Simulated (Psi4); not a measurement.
Psi4 input (wB97X-D/6-311+G**):

```
memory 1500 MB

molecule {
0 1
F    -0.03138900    0.14495700    1.82106600
Si   -0.00423300    0.01954800    0.24558300
Cl    1.88985100   -0.41273100   -0.32593000
Cl   -0.60101200    1.78635400   -0.54391200
Cl   -1.26873600   -1.46646300   -0.29649600
symmetry c1
no_reorient
no_com
}

set {
  basis 6-311+G**
  reference rks
  scf_type df
  df_basis_scf def2-universal-jkfit
  dft_radial_points 99
  dft_spherical_points 590
  e_convergence 1e-8
  d_convergence 1e-7
  maxiter 150
}

e = energy('wb97x-d')
print_out(f'\nFINAL {e:.10f} DIPOLE {variable("CURRENT DIPOLE")[0]:.6f} {variable("CURRENT DIPOLE")[1]:.6f} {variable("CURRENT DIPOLE")[2]:.6f}\n')
```

From the output:

```
    One-Electron Energy =               -3341.8332513506607029
    Two-Electron Energy =                1207.1431272678430560
    DFT Exchange-Correlation Energy =     -84.7913486754080594
    Empirical Dispersion Energy =          -0.0012744489184781
    VV10 Nonlocal Energy =                  0.0000000000000000
    Total Energy =                      -1770.1748551074795159

Computation Completed

Properties will be evaluated at   0.000000,   0.000000,   0.000000 [a0]

Properties computed using the SCF density matrix

 Multipole Moments:

 ------------------------------------------------------------------------------------
     Multipole            Electronic (a.u.)      Nuclear  (a.u.)        Total (a.u.)
 ------------------------------------------------------------------------------------

 L = 1.  Multiply by 2.5417464519 to convert [e a0] to [Debye]
 Dipole X            :          0.0040390           -0.0000227            0.0040163
 Dipole Y            :         -0.0185922            0.0000094           -0.0185828
 Dipole Z            :         -0.2335216            0.0000189           -0.2335027
 Magnitude           :                                                    0.2342754

 ------------------------------------------------------------------------------------

FINAL -1770.1748551075 DIPOLE 0.004016 -0.018583 -0.233503

*** Psi4 exiting successfully. Buy a developer a beer!
```

The geometry given is a B3LYP-D3(BJ)/def2-TZVP minimum.
